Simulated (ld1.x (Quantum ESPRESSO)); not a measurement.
Varying the TM potential for Ne

Base potential:

- Element: Ne (Z = 10)
- Generator: ld1.x (Quantum ESPRESSO) 7.5
- Type: norm-conserving Troullier–Martins (Kleinman–Bylander form)
- Functional: LDA (PZ)
- Relativity: non-relativistic
- Frozen core: [He]
- Valence charge: 8
- Reference configuration: 2s2 2p5 (charge +1)
- Partial waves: 2s (bound): rc 0.60 bohr; 2p (bound): rc 0.90 bohr
- Local potential: all-electron potential smoothed inside 0.60 bohr (lloc = -1)
- Core correction: a·sin(br)/r model core inside 0.55 bohr

All-electron outer shells of the reference configuration (LDA (PZ), non-relativistic, ld1.x):

| shell | level (eV) | outermost node (bohr) | outermost maximum (bohr) |
| --- | --- | --- | --- |
| 2s | -55.15 | 0.22 | 0.68 |
| 2p | -32.44 | – | 0.60 |

Cutoffs, loose and tight: the cutoffs (Ry, on a coarse ladder) from which the occupation-weighted sum of valence levels, in a spherical-Bessel basis at the reference potential, stays within 10 and 1 mRy of its value at 400 Ry. They do not see the model core or the augmentation charge, which bear on the density cutoff. Test errors are all-electron minus pseudo excitation energies from the reference, over the configurations 2s2 2p6; 2s2 2p4; 2s2 2p3; 2s1 2p6; 2s2 2p2; 2s2 2p5.5 (two spin-polarised tests are not counted in the largest error). A dash means not determined; rows that change the core or the reference have their own tests.

Cutoffs are not given where the Bessel-basis levels miss the radial ones by over 6 mRy, ghosts where they miss by over 20 mRy; a channel whose overlap is not positive is not tested.

| change | outcome | cutoff, loose | cutoff, tight | bound ghosts | largest test error (meV) |
| --- | --- | --- | --- | --- | --- |
| base | generated | 230 Ry | over 300 Ry | none | +442 |
| wave 2s (bound): rc 0.60 bohr becomes 2s (bound): rc 0.42 bohr | generated | – | – | not determined | +497 |
| wave 2s (bound): rc 0.60 bohr becomes 2s (bound): rc 0.50 bohr | generated | 300 Ry | over 300 Ry | none | +454 |
| wave 2s (bound): rc 0.60 bohr becomes 2s (bound): rc 0.58 bohr | generated | 230 Ry | over 300 Ry | none | +442 |
| wave 2s (bound): rc 0.60 bohr becomes 2s (bound): rc 0.70 bohr | generated | 230 Ry | 300 Ry | none | +459 |
| wave 2s (bound): rc 0.60 bohr becomes 2s (bound): rc 0.80 bohr | generated | 180 Ry | 300 Ry | none | +500 |
| wave 2s (bound): rc 0.60 bohr becomes 2s (bound): rc 0.90 bohr | generated | 160 Ry | 300 Ry | none | +570 |

Reading the sweep of the s radius (base included, trends over the rows without a ghost): The loose cutoff falls from 300 Ry at 0.5 to 160 Ry at 0.9 bohr. A larger radius leaves more room for a smooth pseudo-wave, so fewer plane waves are needed; a smaller one forces it to follow the all-electron wave where it bends sharply. The median size of the test errors (rows with all tests solved) rises from 23.0 meV at 0.5 to 31.3 meV at 0.9 bohr, with one reversal. More of the atom is replaced by a form fitted at one configuration, so other configurations suffer as the radius grows.
